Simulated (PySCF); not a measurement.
## Löwdin shares of the frontier orbitals

Species: C6H6FN.
Cartesian coordinates in Å at the GFN2-xTB level; atoms count from 1:
```
atom  x, y, z in Å
N1     2.2970   -0.2323    0.1060
C2     0.9277   -0.0914    0.0280
C3     0.3314    1.1577    0.2135
C4    -1.0426    1.2914    0.2076
C5    -1.8250    0.1679    0.0147
F6    -3.1743    0.2953    0.0066
C7    -1.2646   -1.0818   -0.1736
C8     0.1102   -1.2066   -0.1672
H9     2.8442    0.6012   -0.0323
H10    2.6878   -1.0660   -0.3008
H11    0.9566    2.0256    0.3637
H12   -1.5109    2.2527    0.3485
H13   -1.9022   -1.9385   -0.3245
H14    0.5640   -2.1758   -0.3125
```

Computed, not measured: PySCF, TDDFT wB97X-D/def2-SVPD, vertical, gas phase, core orbitals frozen in the response.

Frontier orbitals with the atoms that hold most of them (Löwdin shares over 4%, at most four atoms; ? is withheld):

```csv
orbital,ε (eV),atoms
LUMO+2,2.40,"N1 16%, H9 14%, H10 14%, C8 10%"
LUMO+1,2.03,"C2 20%, C5 18%, C4 9%, C7 9%"
LUMO,?,"C7 18%, C4 18%, C3 18%, C8 18%"
HOMO,-7.69,?
HOMO-1,-9.37,?
HOMO-2,-10.92,"N1 32%, C5 12%, F6 11%, C4 11%"
HOMO-3,-11.73,"F6 14%, C5 13%, C7 11%, C4 11%"
```

(1) Which atoms hold the HOMO-1, and with what shares?

(2) Which atoms hold the HOMO, and with what shares?

(3) What is the LUMO energy, and the HOMO–LUMO gap?

Answers

(1) C4 (bonded to 2 C and H) 20%; C7 (bonded to 2 C and H) 20%; C3 (bonded to 2 C and H) 20%; C8 (bonded to 2 C and H) 20%.

(2) N1 (bonded to C and 2 H) 25%; C5 (bonded to 2 C and F) 16%; C2 (bonded to 2 C and N) 14%; C8 (bonded to 2 C and H) 10%. By element: carbon 40% or more, nitrogen 25%.

(3) ε(LUMO) = 1.32 eV; the gap is 9.01 eV (0.3311 hartree).

**Question.** The HOMO–LUMO gap is 9.01 eV. Where does the response calculation put the lowest singlet, and from which orbitals?

**Answer.** S1 is at 4.71 eV (f = 0.052), 4.30 eV below the gap, made of HOMO→LUMO (92%). Without the coupling terms of the response equations the lowest excitation would equal the gap.

**Question.** Give energy, strength and leading configuration of S1, S2, S6 and S8, and follow the Löwdin shares of the leading atoms from the occupied to the empty orbital.

**Answer.** 
- S1 (4.71 eV, f 0.052), HOMO→LUMO (92%): N1 25% → at most 19%, C5 16% → at most 19%, C7 at most 11% → 18%, C4 at most 11% → 18%
- S2 (5.71 eV, f 0.136), HOMO→LUMO+1 (86%): N1 25% → at most 10%, C5 16% → 18%, C2 14% → 20%
- S6 (6.95 eV, f 0.559), HOMO-1→LUMO (81%): C4 20% → 18%, C7 20% → 18%
- S8 (7.12 eV, f 0.234), HOMO-1→LUMO+1 (72%): C4 20% → 9%, C7 20% → 9%, C2 at most 19% → 20%, C5 at most 19% → 18%

Löwdin shares depend on the basis, the more so with diffuse functions.

On one thread of an Arm Neoverse V1, on a shared host, this took 45 s of wall time.
